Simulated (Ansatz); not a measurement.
Reaction (redistribution): `N[SiH](N)[GeH3]` + `CO[Si](O)([SiH3])Cl` → `N[SiH](Cl)[GeH3]` + `CO[Si](N)(O)[SiH3]`

Isolated molecules relaxed with PBE0-D4/def2-TZVP in Ansatz; ΔE leaves out vibrations. CCSD(T)/CBS is the MP2 limit (def2-TZVPP, def2-QZVPP) plus CCSD(T) − MP2 in def2-TZVPP, frozen cores. Functionals use def2-TZVPP. B3LYP here is the variant with VWN-RPA as its local correlation; programs differ in this. For Ge outer-core shells are correlated without core-valence functions, which leaves a few kJ/mol of doubt a bond. Scalar relativity is left out up to krypton. Each species was taken in one conformer, which may not be the lowest.

```json
{"level": "PBE-D4", "ΔE (kJ/mol)": "-7.1", "difference from CCSD(T)/CBS": "-0.7"}
{"level": "r2SCAN-D4", "ΔE (kJ/mol)": "-6.7", "difference from CCSD(T)/CBS": "-0.3"}
{"level": "PBE0-D4", "ΔE (kJ/mol)": "-7.3", "difference from CCSD(T)/CBS": "-0.9"}
{"level": "B3LYP-D4", "ΔE (kJ/mol)": "-6.0", "difference from CCSD(T)/CBS": "0.4"}
{"level": "ωB97X-V", "ΔE (kJ/mol)": "-7.2", "difference from CCSD(T)/CBS": "-0.8"}
{"level": "ωB97M-V", "ΔE (kJ/mol)": "-7.1", "difference from CCSD(T)/CBS": "-0.7"}
{"level": "B2PLYP", "ΔE (kJ/mol)": "-6.5", "difference from CCSD(T)/CBS": "-0.1"}
{"level": "PBE", "ΔE (kJ/mol)": "-7.3", "difference from CCSD(T)/CBS": "-0.9"}
{"level": "r2SCAN", "ΔE (kJ/mol)": "-6.7", "difference from CCSD(T)/CBS": "-0.3"}
{"level": "PBE0", "ΔE (kJ/mol)": "-7.6", "difference from CCSD(T)/CBS": "-1.2"}
{"level": "B3LYP", "ΔE (kJ/mol)": "-6.5", "difference from CCSD(T)/CBS": "-0.1"}
{"level": "HF/def2-TZVPP", "ΔE (kJ/mol)": "-6.5", "difference from CCSD(T)/CBS": "-0.1"}
{"level": "MP2/def2-TZVPP", "ΔE (kJ/mol)": "-6.6", "difference from CCSD(T)/CBS": "-0.2"}
{"level": "SCS-MP2/def2-TZVPP", "ΔE (kJ/mol)": "-6.7", "difference from CCSD(T)/CBS": "-0.3"}
{"level": "CCSD/def2-TZVPP", "ΔE (kJ/mol)": "-7.5", "difference from CCSD(T)/CBS": "-1.1"}
{"level": "CCSD(T)/def2-TZVPP", "ΔE (kJ/mol)": "-7.5", "difference from CCSD(T)/CBS": "-1.1"}
{"level": "HF/def2-QZVPP", "ΔE (kJ/mol)": "-6.4", "difference from CCSD(T)/CBS": "0.0"}
{"level": "MP2/def2-QZVPP", "ΔE (kJ/mol)": "-5.9", "difference from CCSD(T)/CBS": "0.5"}
{"level": "SCS-MP2/def2-QZVPP", "ΔE (kJ/mol)": "-6.1", "difference from CCSD(T)/CBS": "0.3"}
{"level": "HF/CBS(def2)", "ΔE (kJ/mol)": "-6.4", "difference from CCSD(T)/CBS": "0.0"}
{"level": "MP2/CBS(def2)", "ΔE (kJ/mol)": "-5.4", "difference from CCSD(T)/CBS": "1.0"}
{"level": "CCSD/CBS(def2)", "ΔE (kJ/mol)": "-6.4", "difference from CCSD(T)/CBS": "0.0"}
{"level": "CCSD(T)/CBS", "ΔE (kJ/mol)": "-6.4", "difference from CCSD(T)/CBS": "0"}
```

Largest T1 diagnostic among the species: 0.012.
